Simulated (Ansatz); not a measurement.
`C#[C][Ti]([OH])([OH])[OH]` + H₂Se → `[OH][Ti]([OH])([OH])[SeH]` + `C#C`  (ligand exchange at a Ti–C bond)

Isolated molecules relaxed with PBE0-D4/def2-TZVP in Ansatz; ΔE leaves out vibrations. CCSD(T)/CBS is the MP2 limit (def2-TZVPP, def2-QZVPP) plus CCSD(T) − MP2 in def2-TZVPP, frozen cores. This one scheme is used for every species. DFT in def2-TZVPP. HSE06 is defined as in plane-wave codes. For Se, Ti outer-core shells are correlated without core-valence functions, which leaves a few kJ/mol of doubt a bond. Scalar relativity is left out up to krypton. One conformer a species, not always the lowest.

```json
{"level": "LDA (SPW92)", "ΔE (kJ/mol)": "-77.6", "difference from CCSD(T)/CBS": "-4.3"}
{"level": "BLYP-D4", "ΔE (kJ/mol)": "-72.2", "difference from CCSD(T)/CBS": "1.1"}
{"level": "r2SCAN-D4", "ΔE (kJ/mol)": "-75.9", "difference from CCSD(T)/CBS": "-2.6"}
{"level": "HSE06-D4", "ΔE (kJ/mol)": "-74.7", "difference from CCSD(T)/CBS": "-1.4"}
{"level": "PBE", "ΔE (kJ/mol)": "-73.6", "difference from CCSD(T)/CBS": "-0.3"}
{"level": "BLYP", "ΔE (kJ/mol)": "-69.4", "difference from CCSD(T)/CBS": "3.9"}
{"level": "CCSD(T)/def2-SVP", "ΔE (kJ/mol)": "-56.0", "difference from CCSD(T)/CBS": "17.3"}
{"level": "SCS-MP2/def2-TZVPP", "ΔE (kJ/mol)": "-69.7", "difference from CCSD(T)/CBS": "3.6"}
{"level": "CCSD/def2-TZVPP", "ΔE (kJ/mol)": "-64.2", "difference from CCSD(T)/CBS": "9.1"}
{"level": "HF/def2-QZVPP", "ΔE (kJ/mol)": "-60.9", "difference from CCSD(T)/CBS": "12.4"}
{"level": "CCSD(T)/CBS", "ΔE (kJ/mol)": "-73.3", "difference from CCSD(T)/CBS": "0"}
```

Largest T1 diagnostic among the species: 0.024, so the coupled-cluster value is less sure than usual.

At CCSD(T), def2-SVP lies +17.3 kJ/mol from the extrapolated value and def2-TZVPP +5.2 kJ/mol. Leaving LDA and LC-ωPBE aside and taking each functional with its dispersion term where it has one, the values, not all of them listed here, spread over 9.2 kJ/mol, from PBE-QIDH to B97M-V. LDA lies −4.0 kJ/mol from PBE without D4.
